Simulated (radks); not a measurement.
All-electron atom: Hg III in [Xe] 4f14 5d10 (the NIST ground configuration). Method: scalar-relativistic Kohn-Sham, PBE, spin-unpolarised, spherical densities, point nucleus; computed with a radial shooting solver on a logarithmic mesh with Libxc functionals.

Normalised radial functions P(r) = r R(r), r in bohr:

```
   r/bohr * 4d (the largest magnitude, 1.48, reaches the edge; | marks zero)
 0.001952                             *
 0.003007                             *
 0.004595                             *
 0.007022                             *
  0.01082                             *
  0.01653                             |*
  0.02526                             | *
   0.0389                             |     *
  0.05944                             |          *
  0.09083                             |                *
   0.1399                             |              *
   0.2138                        *    |
   0.3267  *                          |
   0.5032  *                          |
    0.769                  *          |
    1.175                           * |
     1.81                             *
    2.766                             *
    4.226                             *
```

4d: eigenvalue -367.91 eV, 1 radial node at r = 0.197 bohr, <r> = 0.449 bohr, 90 % of the charge inside 0.669 bohr.
